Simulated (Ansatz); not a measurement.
`[F][Ge]([F])([F])[Br]` → Br• + 3 F• + Ge•  (atomization)

Gas-phase electronic energies from Ansatz, PBE0-D4/def2-TZVP geometries. CCSD(T)/CBS adds triple-zeta CCSD(T) − MP2 to the extrapolated MP2 energy (def2 sets, frozen cores). This one scheme is used for every species, atoms too. DFT in def2-TZVPP. No spin–orbit coupling; open shells (•) take unrestricted orbitals. Spin–orbit coupling would lower the free atoms: a little for F; clearly for Br, Ge. For Br, Ge outer-core shells are correlated without core-valence functions, so the limit isn't a true one: a few kJ/mol of doubt a bond, and 10 to 20 or more in all where bonds break to atoms. Scalar relativity is left out up to krypton.

CCSD(T)/CBS gives +18.24 eV.

**Question.** Another level gave +15.99 eV. Which?
A. BHLYP/def2-TZVPP
B. BHLYP-D4/def2-TZVPP
C. RPA@PBE/def2-TZVPP
D. PBE-QIDH/def2-TZVPP

**Answer.** C. RPA@PBE/def2-TZVPP 15.99, PBE-QIDH 17.91, BHLYP-D4 16.69, BHLYP 16.51 eV.

Largest T1 diagnostic among the species: 0.011.

At CCSD(T), def2-SVP lies −1.64 eV from the extrapolated value and def2-TZVPP −0.51 eV: correlation converges slowly with the basis, and small sets miss more of it in the bonded molecule than in its fragments. Leaving LDA and LC-ωPBE aside and taking each functional with its dispersion term where it has one, the values, not all of them listed here, spread over 1.84 eV, from BHLYP-D4 to PBE-D4. LDA lies +3.18 eV from PBE without D4, its usual overbinding.

For atomizations the MP2-based limit and the directly extrapolated one differ by several kJ/mol either way, and by 10 to 25 for some Ge, Se and Sn compounds, so smaller differences from it don't rank the levels.
